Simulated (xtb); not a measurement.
CaF2, charge +1, doublet, at a GFN2-xTB geometry (such geometries of metal compounds can be far from the true shape) (a state made from the parent by changing its charge; the spin is typed, not shown lowest), atoms displaced at random by about 0.06 Å a coordinate; GFN2-xTB (xtb).

Here is a job for xtb.
```
$ xtb mol.xyz --gfn 2 --chrg 1 --uhf 1 --opt --json

# file mol.xyz
3

Ca     0.59212818    -0.07767892    -0.29897803
F     -0.99048214     1.24075626    -0.73863393
F     -0.57428794    -1.05569848     1.20877427
```

It wrote (shortened):

```
   ID    Z sym.   atoms
    1   20 Ca     1
    2    9 F      2, 3

           -------------------------------------------------
          |                Calculation Setup                |
           -------------------------------------------------

           -------------------------------------------------
          |                 G F N 2 - x T B                 |
           -------------------------------------------------

          ...................................................
          :                      SETUP                      :
          :.................................................:
          :  # basis functions                  18          :
          :  # atomic orbitals                  17          :
          :  # shells                            7          :
          :  # electrons                        15          :
          :  max. iterations                   250          :
          :  Hamiltonian                  GFN2-xTB          :
          :  restarted?                      false          :
          :  GBSA solvation                  false          :
          :  PC potential                    false          :
          :  electronic temp.          300.0000000     K    :
          :  accuracy                    1.0000000          :
          :  -> integral cutoff          0.2500000E+02      :
          :  -> integral neglect         0.1000000E-07      :
          :  -> SCF convergence          0.1000000E-05 Eh   :
          :  -> wf. convergence          0.1000000E-03 e    :
          :  Broyden damping             0.4000000          :
          :  net charge                          1          :
          :  unpaired electrons                  1          :
          ...................................................

 iter      E             dE          RMSdq      gap      omega  full diag
   1     -4.7172929 -0.471729E+01  0.554E+01    0.29       0.0  T
   2     -8.7709230 -0.405363E+01  0.236E+01   21.36       1.0  T
   3     -8.9559486 -0.185026E+00  0.223E+01    9.13       1.0  T
   4     -9.0084633 -0.525147E-01  0.214E+01    8.56       1.0  T
   5     -9.1218372 -0.113374E+00  0.204E+01    8.37       1.0  T
   6     -9.0999235  0.219138E-01  0.205E+01    8.31       1.0  T
   7     -9.0349130  0.650105E-01  0.200E+01    7.79       1.0  T
   8     -9.1566022 -0.121689E+00  0.139E+01    2.27       1.0  T
   9     -9.1224657  0.341365E-01  0.135E+01    3.91       1.0  T
  10     -8.9311300  0.191336E+00  0.122E+01    1.23       1.0  T
  11     -7.3962041  0.153493E+01  0.221E+01    0.42       1.0  T
  12     -6.7717760  0.624428E+00  0.283E+01    0.38       1.0  T
  13     -6.9332932 -0.161517E+00  0.263E+01    0.38       1.0  T
  14     -7.0554610 -0.122168E+00  0.244E+01    0.38       1.0  T
  15     -6.9914556  0.640054E-01  0.250E+01    0.38       1.0  T
  16     -7.1638369 -0.172381E+00  0.242E+01    0.41       1.0  T
  17     -7.2324145 -0.685776E-01  0.238E+01    0.45       1.0  T
  18     -7.0658307  0.166584E+00  0.247E+01    0.40       1.0  T
  19     -7.2313616 -0.165531E+00  0.229E+01    0.40       1.0  T
  20     -7.4380852 -0.206724E+00  0.211E+01    0.43       1.0  T
  21     -7.9881999 -0.550115E+00  0.170E+01    0.59       1.0  T
  22     -8.8733073 -0.885107E+00  0.111E+01    1.20       1.0  T
  23     -9.0688679 -0.195561E+00  0.955E+00    1.69       1.0  T
  24     -9.1314005 -0.625327E-01  0.891E+00    1.91       1.0  T
  25     -9.0288592  0.102541E+00  0.941E+00    1.52       1.0  T
  26     -8.9941960  0.346632E-01  0.922E+00    1.38       1.0  T
  27     -8.8918087  0.102387E+00  0.114E+01    1.25       1.0  T
  28     -9.0578310 -0.166022E+00  0.913E+00    1.48       1.0  T
  29     -9.0829602 -0.251293E-01  0.881E+00    1.56       1.0  T
  30     -9.1163249 -0.333646E-01  0.833E+00    1.71       1.0  T
  31     -9.1231823 -0.685746E-02  0.820E+00    1.74       1.0  T
  32     -9.1267766 -0.359424E-02  0.803E+00    1.74       1.0  T
[...]
         :: total energy              -9.399254366943 Eh    ::
 * total energy  :    -9.3992544 Eh     change       -0.2724299E-08 Eh
 * total energy  :    -9.3997199 Eh     change       -0.4655661E-03 Eh
 * total energy  :    -9.4002475 Eh     change       -0.5275548E-03 Eh
 * total energy  :    -9.4002772 Eh     change       -0.2966621E-04 Eh
 * total energy  :    -9.4002780 Eh     change       -0.7934674E-06 Eh
   *** GEOMETRY OPTIMIZATION CONVERGED AFTER 5 ITERATIONS ***
         :: total energy              -9.400277950297 Eh    ::
[...]
         :: -> dispersion             -0.000690563528 Eh    ::
         :: repulsion energy           0.003337249090 Eh    ::
         :: add. restraining           0.000000000000 Eh    ::
         :: total charge               1.000000000074 e     ::
         :::::::::::::::::::::::::::::::::::::::::::::::::::::

           -------------------------------------------------
          |                Property Printout                |
           -------------------------------------------------

    * Orbital Energies and Occupations

         #    Occupation            Energy/Eh            Energy/eV
      -------------------------------------------------------------
         1        2.0000           -1.1106112             -30.2213
         2        2.0000           -1.0998508             -29.9285
         3        2.0000           -0.8193849             -22.2966
         4        1.9988           -0.8008355             -21.7918
         5        1.9833           -0.7982792             -21.7223
         6        1.8747           -0.7962555             -21.6672
         7        1.8315           -0.7959254             -21.6582
         8        1.3117           -0.7936563             -21.5965 (HOMO)
         9                         -0.6985184             -19.0077 (LUMO)
        10                         -0.4861709             -13.2294
        11                         -0.3861677             -10.5082
        12                         -0.3523521              -9.5880
        13                         -0.1970601              -5.3623
        14                         -0.1961707              -5.3381
        15                         -0.1768334              -4.8119
        16                         -0.0535069              -1.4560
        17                          0.1153995               3.1402
      -------------------------------------------------------------
                  HL-Gap            0.0951379 Eh            2.5888 eV
             Fermi-level           -0.7702482 Eh          -20.9595 eV

     #   Z          covCN         q      C6AA      α(0)
     1  20 Ca       1.211     0.917   519.574    82.628
     2   9 F        0.605     0.042     9.053     3.549
     3   9 F        0.605     0.041     9.054     3.549

 Mol. C6AA /au·bohr⁶  :        736.225357
 Mol. C8AA /au·bohr⁸  :      87817.927700
 Mol. α(0) /au        :         89.726322

Wiberg/Mayer (AO) data.
largest (>0.10) Wiberg bond orders for each atom

 ---------------------------------------------------------------------------
     #   Z sym  total        # sym  WBO       # sym  WBO       # sym  WBO
 ---------------------------------------------------------------------------
     1  20 Ca   1.733 --     3 F    0.867     2 F    0.866
     2   9 F    1.139 --     1 Ca   0.866     3 F    0.273
     3   9 F    1.140 --     1 Ca   0.867     2 F    0.273
 ---------------------------------------------------------------------------

Topologies differ in total number of bonds
Writing topology from bond orders to xtbtopo.mol

molecular dipole:
                 x           y           z       tot (Debye)
 q only:        0.827      -0.126      -0.437
   full:        1.766      -0.252      -0.793       4.962
molecular quadrupole (traceless):
                xx          xy          yy          xz          yz          zz
 q only:        0.706      -0.353      -0.449      -0.718      -0.346      -0.257
  q+dip:        2.215      -0.567      -1.468      -1.765       0.202      -0.748
   full:        1.421       0.380      -1.208      -0.816       2.156      -0.214

optimized geometry written to: xtbopt.xyz

           -------------------------------------------------
          | TOTAL ENERGY               -9.400277950297 Eh   |
          | GRADIENT NORM               0.000163018914 Eh/α |
          | HOMO-LUMO GAP               2.588833176215 eV   |
           -------------------------------------------------

normal termination of xtb
```
